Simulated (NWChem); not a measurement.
Everything below was run with NWChem. System: Cl2Si, charge 0, spin multiplicity 1, at a geometry optimised with PBE/def2-SVP. The structure started from a generated list of species. Level: MP2/6-31G* (spherical d), 15 core orbitals frozen.

The NWChem input:

```
start mol
memory heap 200 mb stack 900 mb global 1100 mb
geometry units angstroms nocenter noautoz
  Si     0.000000     0.000000    -0.941655
  Cl    -1.640110     0.000000     0.387740
  Cl     1.640110     0.000000     0.387740
  symmetry group C2v
end
basis spherical
  * library 6-31g*
end
scf
  rhf
  nopen 0
  maxiter 100
  thresh 1e-7
  semidirect memsize 60000000 filesize 0
end
mp2
  freeze core 15
end
task mp2 energy
```

Part of the output:

```
             Northwest Computational Chemistry Package (NWChem) 7.3.0
             --------------------------------------------------------

                                NWChem Input Module
                                -------------------

 Scaling coordinates for geometry "geometry" by  1.889725989
 (inverse scale =  0.529177249)

 Turning off AUTOSYM since
 SYMMETRY directive was detected!

                             Geometry "geometry" -> ""
                             -------------------------

 Output coordinates in angstroms (scale by  1.889725989 to convert to a.u.)

  No.       Tag          Charge          X              Y              Z
 ---- ---------------- ---------- -------------- -------------- --------------
    1 Si                  14.0000     0.00000000     0.00000000    -0.94165500
    2 Cl                  17.0000    -1.64011000     0.00000000     0.38774000
    3 Cl                  17.0000     1.64011000     0.00000000     0.38774000

 Effective nuclear repulsion energy (a.u.)     165.9319146690

            Nuclear Dipole moment (a.u.)
            ----------------------------
        X                 Y               Z
 ---------------- ---------------- ----------------
     0.0000000000     0.0000000000    -0.0000188973

      Symmetry information
      --------------------

 Group name             C2v
 Group number             16
 Group order               4
 No. of unique centers     2

      Symmetry unique atoms

     1    2


 Summary of "ao basis" -> "" (spherical)
 ------------------------------------------------------------------------------
       Tag                 Description            Shells   Functions and Types
 ---------------- ------------------------------  ------  ---------------------
 *                           6-31g*                   on all atoms

 Summary of "ao basis" -> "ao basis" (spherical)
 ------------------------------------------------------------------------------
       Tag                 Description            Shells   Functions and Types
 ---------------- ------------------------------  ------  ---------------------
[...]
     1   1 0 0      0.000000      0.000000      0.000000
     1   0 1 0      0.000000      0.000000      0.000000
     1   0 0 1     -0.710734      0.000000     -0.000019

     2   2 0 0    -32.486959      0.000000    326.604784
     2   1 1 0     -0.000000      0.000000      0.000000
     2   1 0 1     -0.000000      0.000000      0.000000
     2   0 2 0    -26.869277      0.000000      0.000000
     2   0 1 1      0.000000      0.000000      0.000000
     2   0 0 2    -29.433340      0.000000     62.585175

                   NWChem MP2 Semi-direct Energy/Gradient Module
                   ---------------------------------------------

  Basis functions       =     54
  Molecular orbitals    =     54
  Frozen core           =     15
  Frozen virtuals       =      0
  Active alpha occupied =      9
  Active beta occupied  =      9
  Active alpha virtual  =     30
  Active beta virtual   =     30
  Use MO symmetry       = T
  Use skeleton AO sym   = T

  AO/Fock/Back tols     =   1.0D-09  1.0D-09  1.0D-09

 GA uses MA = F    GA memory limited = T

 Available:
  local mem=  1.26D+08
 global mem=  1.44D+08
 local disk=  0.00D+00
  mp2_memr nvloc                    30
  nvloc new                    30
   1 passes of   9:        3145728                      12833                   1326976.
   1 passes of   9: M    126153695           G      144173368           F     123007967.

 Semi-direct pass number   1 of   1  for RHF alpha+beta  at        0.2s
  vrange nnbf                  1440
  mp2_eaftype                    10  avail_ma_in_mb                  1099
 EAF : mp2_eaftype filesize          10     663488.
  mp2_eaf for mointskh                     10
Node 0 wrote      3.1 Mb in      0.0 s     Agg I/O rate:  5858.8 Mb/s
 Done moints_semi at        0.8s
  mp2_eaftype                    10  avail_ma_in_mb                  1089
 EAF : mp2_eaftype filesize          10     663488.
  mp2_eaf for kh                    10
 Done maket at        0.8s
 Done multipass loop at        0.8s

          -------------------------------------------
          SCF energy               -1207.939199763625
          Correlation energy          -0.322461525020
          Singlet pairs               -0.197920768230
          Triplet pairs               -0.124540756789
          Total MP2 energy         -1208.261661288645
          -------------------------------------------

          ---------------------------------------------------
                    Spin Component Scaled (SCS) MP2
          Same spin pairs                     -0.083027171193
          Same spin scaling factor             0.333333333333
          Opposite spin pairs                 -0.239434353827
          Opposite spin scaling fact.          1.200000000000
          SCS-MP2 correlation energy          -0.314996948323
          Total SCS-MP2 energy             -1208.254196711948
          ---------------------------------------------------

 -----------------------
 Performance information
 -----------------------

 Timer overhead =  1.22D-07 seconds/call

               Nr. of calls         CPU time (s)                 Wall time (s)                GFlops
             ---------------    -------------------     ------------------------------   -------------------
Name         Min   Avg   Max    Min     Avg     Max     Min     Avg     Max   Mx/calls   Min     Max     Sum
mp2: moin     1     1     1   0.56    0.56    0.56     0.56    0.56    0.56    0.56      0.0     0.0     0.0
mp2: make     1     1     1   1.02E-2 1.02E-2 1.02E-2  1.02E-2 1.02E-2 1.02E-2 1.02E-2   0.0     0.0     0.0
mp2: tota     1     1     1   0.58    0.58    0.58     0.58    0.58    0.58    0.58      0.0     0.0     0.0

 The average no. of pstat calls per process was 3.00D+00
 with a timing overhead of 3.65D-07s

 Task  times  cpu:        0.8s     wall:        0.8s

 Total times  cpu:        0.8s     wall:        0.8s
```
